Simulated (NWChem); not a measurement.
System: arsenic trifluoride (AsF3); SMILES F[As](F)F

The following NWChem deck was run.

```
start job
memory heap 200 mb stack 900 mb global 1100 mb
geometry units angstroms noautoz
  F     -1.443028    -0.389537    -0.504258
  As     0.000000     0.000000     0.381739
  F      1.058863    -1.054930    -0.504258
  F      0.384165     1.444468    -0.504258
end
basis spherical
  * library def2-tzvp
end
dft
  xc r2scan
  iterations 200
end
task dft gradient
```

Excerpt of the output:

```
             Northwest Computational Chemistry Package (NWChem) 7.3.0
             --------------------------------------------------------

 C3V symmetry detected

                             Geometry "geometry" -> ""
                             -------------------------

 Output coordinates in angstroms (scale by  1.889725989 to convert to a.u.)

  No.       Tag          Charge          X              Y              Z
 ---- ---------------- ---------- -------------- -------------- --------------
    1 F                    9.0000     1.05689858     1.05689858    -0.48729835
    2 As                  33.0000     0.00000000     0.00000000     0.39869865
    3 F                    9.0000    -1.44375030     0.38685173    -0.48729835
    4 F                    9.0000     0.38685173    -1.44375030    -0.48729835

 Effective nuclear repulsion energy (a.u.)     321.0287307225

      Symmetry information
      --------------------

 Group name             C3v
 Group number             17
 Group order               6
 No. of unique centers     2

                                 NWChem DFT Module
                                 -----------------

 Summary of "ao basis" -> "ao basis" (spherical)
 ------------------------------------------------------------------------------
       Tag                 Description            Shells   Functions and Types
 ---------------- ------------------------------  ------  ---------------------
 F                         def2-tzvp                11       31   5s3p2d1f
 As                        def2-tzvp                16       48   6s5p4d1f

      Symmetry analysis of basis
      --------------------------

        a1         38
        a2         11
        e          92

  Rotation of axis

            General Information
            -------------------
          SCF calculation type: DFT
          Wavefunction type:  closed shell.
          No. of atoms     :     4
          No. of electrons :    60
           Alpha electrons :    30
            Beta electrons :    30
          Charge           :     0
          Spin multiplicity:     1
          Use of symmetry is: on ; symmetry adaption is: on
          Maximum number of iterations: 200
          AO basis - number of functions:   141
                     number of shells:    49
          Convergence on energy requested:  1.00D-06
          Convergence on density requested:  1.00D-05
          Convergence on gradient requested:  5.00D-04

              XC Information
              --------------
                      r^2SCAN Method XC Functional
               r^2SCAN metaGGA Exchange Functional  1.000
                     r^2SCAN Correlation Potential  1.000

             Grid Information
             ----------------
          Grid used for XC integration:  medium
          Radial quadrature: Mura-Knowles
          Angular quadrature: Lebedev.
          Tag              B.-S. Rad. Rad. Pts. Rad. Cut. Ang. Pts.
          ---              ---------- --------- --------- ---------
          F                   0.50       49           7.0       434
          As                  1.15      112           6.0       590
          Grid pruning is: on
          Number of quadrature shells:   161
          Spatial weights used:  Erf1

      Superposition of Atomic Density Guess
      -------------------------------------

 Sum of atomic energies:       -2532.39153925

      Non-variational initial energy
      ------------------------------

 Total energy =   -2532.616440
 1-e energy   =   -4173.213930
 2-e energy   =    1319.568759
 HOMO         =      -0.366617
 LUMO         =       0.033303

      Symmetry analysis of molecular orbitals - initial
      -------------------------------------------------

  Numbering of irreducible representations:

     1 a1          2 a2          3 e

  Orbital symmetries:

     1 a1          2 a1          3 e           4 e           5 a1
     6 a1          7 e           8 e           9 a1         10 e
    11 e          12 a1         13 e          14 e          15 e
    16 e          17 a1         18 a1         19 e          20 e
    21 a1         22 e          23 e          24 a1         25 e
    26 e          27 e          28 e          29 a2         30 a1
    31 e          32 e          33 a1         34 e          35 e
    36 a1         37 a1         38 e          39 e          40 a1

   convergence    iter        energy       DeltaE   RMS-Dens  Diis-err
 ---------------- ----- ----------------- --------- --------- ---------
 d= 0,ls=0.0,diis     1  -2535.3471978260 -2.86D+03  1.21D-02  1.70D+00
 d= 0,ls=0.0,diis     2  -2534.9358494994  4.11D-01  7.13D-03  6.58D+00
 d= 0,ls=0.0,diis     3  -2535.4969775837 -5.61D-01  8.57D-04  6.24D-02
 d= 0,ls=0.0,diis     4  -2535.5000062390 -3.03D-03  2.99D-04  5.60D-03
 d= 0,ls=0.0,diis     5  -2535.5003809984 -3.75D-04  3.60D-05  1.98D-05
  Resetting Diis
 d= 0,ls=0.0,diis     6  -2535.5003826082 -1.61D-06  7.14D-06  3.78D-06
 d= 0,ls=0.0,diis     7  -2535.5003828245 -2.16D-07  4.01D-06  2.70D-07

         Total DFT energy =    -2535.500382824514
      One electron energy =    -4171.242150252520
           Coulomb energy =     1429.135904580344
    Exchange-Corr. energy =     -114.422867874850
 Nuclear repulsion energy =      321.028730722512

 Numeric. integr. density =       59.999993668548

                  Occupations of the irreducible representations
                  ----------------------------------------------

                     irrep           alpha         beta
                     --------     --------     --------
                     a1               11.0         11.0
                     a2                1.0          1.0
                     e                18.0         18.0

                       DFT Final Molecular Orbital Analysis
                       ------------------------------------

 Vector   28  Occ=2.000000D+00  E=-3.892116D-01  Symmetry=e
              MO Center= -4.8D-01,  2.4D-01, -4.4D-01, r^2= 2.4D+00
   Bfn.  Coefficient  Atom+Function         Bfn.  Coefficient  Atom+Function
  ----- ------------  ---------------      ----- ------------  ---------------
    85      0.289961  3 F  px                87     -0.244928  3 F  pz
    88      0.237984  3 F  px                 6      0.209611  1 F  px
    90     -0.204804  3 F  pz                 9      0.173547  1 F  px
   116      0.163875  4 F  px                91      0.153554  3 F  px
     8      0.144736  1 F  pz               119      0.136867  4 F  px

 Vector   29  Occ=2.000000D+00  E=-3.816072D-01  Symmetry=a2
              MO Center= -1.2D-13, -2.0D-13, -4.7D-01, r^2= 2.7D+00
   Bfn.  Coefficient  Atom+Function         Bfn.  Coefficient  Atom+Function
  ----- ------------  ---------------      ----- ------------  ---------------
    86      0.287239  3 F  py               116     -0.287239  4 F  px
    89      0.238141  3 F  py               119     -0.238141  4 F  px
     6      0.210274  1 F  px                 7     -0.210274  1 F  py
     9      0.174331  1 F  px                10     -0.174331  1 F  py
    92      0.158308  3 F  py               122     -0.158308  4 F  px

 Vector   30  Occ=2.000000D+00  E=-3.262322D-01  Symmetry=a1
              MO Center=  1.0D-14, -1.2D-15,  2.8D-01, r^2= 2.6D+00
   Bfn.  Coefficient  Atom+Function         Bfn.  Coefficient  Atom+Function
  ----- ------------  ---------------      ----- ------------  ---------------
    37      0.515781  2 As s                 36      0.328974  2 As s
    49      0.292729  2 As pz                 8     -0.212103  1 F  pz
    87     -0.212103  3 F  pz               118     -0.212103  4 F  pz
    35     -0.175206  2 As s                 43     -0.175064  2 As pz
    11     -0.172664  1 F  pz                90     -0.172664  3 F  pz

 Vector   31  Occ=0.000000D+00  E=-6.601398D-02  Symmetry=e
              MO Center=  7.0D-02, -4.9D-02,  5.7D-01, r^2= 2.5D+00
   Bfn.  Coefficient  Atom+Function         Bfn.  Coefficient  Atom+Function
  ----- ------------  ---------------      ----- ------------  ---------------
    50      0.673649  2 As px                47      0.519475  2 As px
    41     -0.272506  2 As px                84      0.187516  3 F  s
    87      0.151290  3 F  pz                71     -0.150350  2 As d  1
    90      0.127446  3 F  pz                93      0.127671  3 F  pz
     5     -0.122869  1 F  s                  7      0.109622  1 F  py

 Vector   32  Occ=0.000000D+00  E=-6.601398D-02  Symmetry=e
              MO Center= -7.0D-02,  4.9D-02,  5.7D-01, r^2= 2.5D+00
   Bfn.  Coefficient  Atom+Function         Bfn.  Coefficient  Atom+Function
  ----- ------------  ---------------      ----- ------------  ---------------
    51      0.673649  2 As py                48      0.519475  2 As py
    42     -0.272506  2 As py               115      0.179200  4 F  s
    69      0.150350  2 As d -1               5     -0.145586  1 F  s
   118      0.144582  4 F  pz               121      0.121795  4 F  pz
   124      0.122010  4 F  pz                 8     -0.117461  1 F  pz

 Vector   33  Occ=0.000000D+00  E= 7.186239D-03  Symmetry=a1
              MO Center= -3.8D-15,  9.3D-15,  8.5D-02, r^2= 2.7D+00
   Bfn.  Coefficient  Atom+Function         Bfn.  Coefficient  Atom+Function
  ----- ------------  ---------------      ----- ------------  ---------------
    52      0.833026  2 As pz                37     -0.626207  2 As s
    36     -0.500368  2 As s                 49      0.463700  2 As pz
     5      0.309416  1 F  s                 84      0.309416  3 F  s
   115      0.309416  4 F  s                 43     -0.237642  2 As pz
    91      0.220085  3 F  px               123      0.220085  4 F  py

     Multipole analysis of the density
     ---------------------------------

     L   x y z        total         alpha         beta         nuclear
     -   - - -        -----         -----         ----         -------
     0   0 0 0      0.000000    -30.000000    -30.000000     60.000000

     1   1 0 0      0.000000      0.000000      0.000000      0.000000
     1   0 1 0     -0.000000     -0.000000     -0.000000     -0.000000
     1   0 0 1      0.952675      0.476338      0.476338      0.000000

     2   2 0 0    -24.957121    -66.330093    -66.330093    107.703065
     2   1 1 0      0.000000      0.000000      0.000000      0.000000
     2   1 0 1     -0.000000     -0.000000     -0.000000     -0.000000
     2   0 2 0    -24.957121    -66.330093    -66.330093    107.703065
     2   0 1 1     -0.000000     -0.000000     -0.000000      0.000000
     2   0 0 2    -23.150395    -32.389345    -32.389345     41.628295

            General Information
            -------------------
          SCF calculation type: DFT
          Wavefunction type:  closed shell.
          No. of atoms     :     4
          No. of electrons :    60
           Alpha electrons :    30
            Beta electrons :    30
          Charge           :     0
          Spin multiplicity:     1
          Use of symmetry is: on ; symmetry adaption is: on
          Maximum number of iterations: 200
          AO basis - number of functions:   141
                     number of shells:    49
          Convergence on energy requested:  1.00D-06
          Convergence on density requested:  1.00D-05
          Convergence on gradient requested:  5.00D-04

              XC Information
              --------------
                      r^2SCAN Method XC Functional
               r^2SCAN metaGGA Exchange Functional  1.000
                     r^2SCAN Correlation Potential  1.000

             Grid Information
             ----------------
          Grid used for XC integration:  medium
          Radial quadrature: Mura-Knowles
          Angular quadrature: Lebedev.
          Tag              B.-S. Rad. Rad. Pts. Rad. Cut. Ang. Pts.
          ---              ---------- --------- --------- ---------
          F                   0.50       49           7.0       434
          As                  1.15      112           6.0       590
          Grid pruning is: on
          Number of quadrature shells:   161
          Spatial weights used:  Erf1

          Convergence Information
          -----------------------
          Convergence aids based upon iterative change in
          total energy or number of iterations.
          Levelshifting, if invoked, occurs when the
          HOMO/LUMO gap drops below (HL_TOL):  1.00D-02
          DIIS, if invoked, will attempt to extrapolate
          using up to (NFOCK): 10 stored Fock matrices.

                    Damping( 0%)  Levelshifting(0.5)       DIIS
                  --------------- ------------------- ---------------
          dE  on:    start            ASAP                start
          dE off:    2 iters        200 iters           200 iters

                            NWChem DFT Gradient Module
                            --------------------------

  charge          =   0.00
  wavefunction    = closed shell

  Rotation of axis
  Using symmetry

                         DFT ENERGY GRADIENTS

    atom               coordinates                        gradient
                 x          y          z           x          y          z
   1 F       1.997249   1.997249  -0.920860    0.006571   0.006571  -0.003863
   2 As      0.000000   0.000000   0.753431    0.000000   0.000000   0.011588
   3 F      -2.728292   0.731044  -0.920860   -0.008976   0.002405  -0.003863
   4 F       0.731044  -2.728292  -0.920860    0.002405  -0.008976  -0.003863
```

Level: r2SCAN/def2-TZVP. Coordinates come from a B3LYP/6-31G* (spherical d) optimisation.
